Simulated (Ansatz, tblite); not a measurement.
Cost and result up the ladder for Ga5O14H13, a hydroxylated oxide cluster (32 atoms). Charge 0, multiplicity 1. Geometry: PBE-D4/def2-SVP.

Cartesian coordinates in Å:
```
Ga -0.429 -0.952 -1.337
Ga -1.089 0.417 1.603
Ga -0.516 -0.289 -4.378
Ga 1.185 1.673 -0.369
Ga -0.057 -1.720 3.204
O -0.453 0.118 3.599
O -0.017 -2.986 4.478
O -1.877 2.058 1.766
O -0.203 -2.378 -0.197
O 1.167 0.131 -1.513
O 2.798 2.474 -0.482
O 1.431 -1.718 2.061
O -1.434 -1.481 1.892
O 0.831 0.717 1.253
O -0.405 2.578 -0.667
O -1.537 0.233 -0.328
O 1.092 0.523 -4.085
O -1.096 -1.258 -3.009
O -1.250 -0.046 -5.991
H 0.335 0.671 3.765
H -0.830 -2.982 5.015
H -1.884 2.354 2.694
H 0.621 -2.294 0.341
H 1.372 0.340 -2.480
H 2.700 3.442 -0.420
H 2.220 -2.179 2.399
H -1.153 -1.972 1.031
H 1.348 -0.120 1.460
H -0.827 2.849 0.184
H -1.355 1.178 -0.657
H 1.417 1.126 -4.776
H -2.108 -0.506 -6.057
```

Ansatz on 2 threads of AMD EPYC 7R13 on a shared host and a share (18 GiB) of an NVIDIA H100 80GB HBM3; xTB runs through tblite on one thread. Times are rough, summed over both states, and most runs start from the orbitals of an earlier one. B2PLYP/def2-TZVP serves as the yardstick here, not as an exact answer. The other state is a doublet.

The xTB rows come from tblite. Correlated methods freeze 59 core orbitals; core or outer-core shells of Ga are correlated, in sets that lack core-valence functions. Single mean-field runs in def2-TZVP are fitted with def2-universal-jkfit.

Run but left out: PBE-D4/def2-TZVP (charge +1 doublet: an occupied level 0.01 eV above an empty one).

Correlated methods converge slowly with the basis.

Raw xTB energies of ions are shifted by several eV.

```json
{"level": "GFN2-xTB", "functions": "114", "wall time": "0.27 s"}
{"level": "GFN1-xTB", "functions": "127", "wall time": "0.3 s"}
{"level": "PBE0-D4/def2-TZVP", "functions": "752", "wall time": "67 s"}
{"level": "B2PLYP/def2-TZVP", "functions": "752", "wall time": "68 s"}
```

**Question.** Estimate what each level gives for the vertical IE (eV).

**Answer.** 
```
            level  vertical IE (eV)  difference from B2PLYP/def2-TZVP (eV)
         GFN2-xTB             14.60                                   3.97
         GFN1-xTB             13.92                                   3.29
PBE0-D4/def2-TZVP              9.97                                  -0.66
 B2PLYP/def2-TZVP             10.63                                   0.00
```
